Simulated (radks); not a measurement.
The numbers below are computed, except where a source is named.
How relativity changes the ionisation of neutral promethium ([Xe] 4f5 6s2) to Pm+ ([Xe] 4f5 6s1). Spin-unpolarised spherical Kohn-Sham, PBE, point nucleus unless stated (finite: rms radius 4.962 fm), a radial shooting solver on a logarithmic mesh with Libxc functionals. A level marked "c x" has the speed of light scaled by that factor and shares open shells by 2j + 1; other Dirac levels either fill j = l - 1/2 first or share by 2j + 1.

| level | E(Pm) (hartree) | E(Pm+) (hartree) | IE (eV) | HOMO | <r> HOMO (bohr) |
|---|---|---|---|---|---|
| non-rel. | -9657.6804 | -9657.4762 | 5.557 | 6s | 4.619 |
| scalar-rel. | -10020.5659 | -10020.3500 | 5.873 | 4f | 1.069 |
| scalar-rel., finite nucleus | -10019.9749 | -10019.7591 | 5.873 | 4f | 1.069 |
| Dirac, 2j+1 shares | -10027.1260 | -10026.9101 | 5.875 | 4f7/2 | 1.080 |
| Dirac, low j first | -10027.1750 | -10026.9594 | 5.868 | 4f5/2 | 1.064 |
| Dirac, 2j+1 shares, finite nucleus | -10026.5319 | -10026.3160 | 5.874 | 4f7/2 | 1.080 |
| Dirac, c x 0.85 | -10191.8192 | -10191.5968 | 6.052 | 4f7/2 | 1.138 |
| Dirac, c x 1.25 | -9885.2795 | -9885.0684 | 5.742 | 4f7/2 | 1.040 |
| Dirac, c x 2 | -9743.2093 | -9743.0026 | 5.623 | 6s1/2 | 4.565 |

NIST Atomic Spectra Database: 5.582 eV (measured). The relativistic part of the total energy of Pm is -368.9 hartree (Dirac, 2j+1 shares, finite nucleus), 3.8 % of the non-relativistic value. Spin polarisation and multiplet splitting of open shells are left out at every level.

Beside tabulated values, note that relativity, absent from the non-relativistic runs, is large for the heavy elements, and spin-unpolarised runs miss the spin-polarisation part of the exchange energy of open shells.
